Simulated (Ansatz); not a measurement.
CH₆NSSb, SMILES `[CH3][Sb]([NH2])[SH]`. Total charge 0; spin multiplicity 1. Correlated methods include outer-core shells of Sb, which these sets cover unevenly. Sb: def2 effective core potential.

```xyz
10

C     0.5648    1.1326   -0.8848
Sb    0.6825   -0.1674    0.8238
N    -0.1365   -1.8026   -0.0326
S    -1.3480    0.8287    1.7133
H     0.7711    2.1595   -0.5826
H    -0.4345    1.0777   -1.3188
H     1.3022    0.8152   -1.6232
H    -0.6331   -1.6696   -0.9026
H     0.4812   -2.5986   -0.1004
H    -1.2497    0.2244    2.9078
```

Task: Give the diagnostics of a CCSD(T)/def2-TZVPP run (frozen core, the Gaussian-basis code of Ansatz). (An estimate is asked.)

Result: The calculation gave: T1 = 0.0127, largest single amplitude 0.031, largest double 0.039, (T) share of the correlation energy 3.8 %, 10 CCSD cycles. The RHF solution is stable towards an unrestricted one. T1 lies under the customary mark of 0.02 for closed shells.
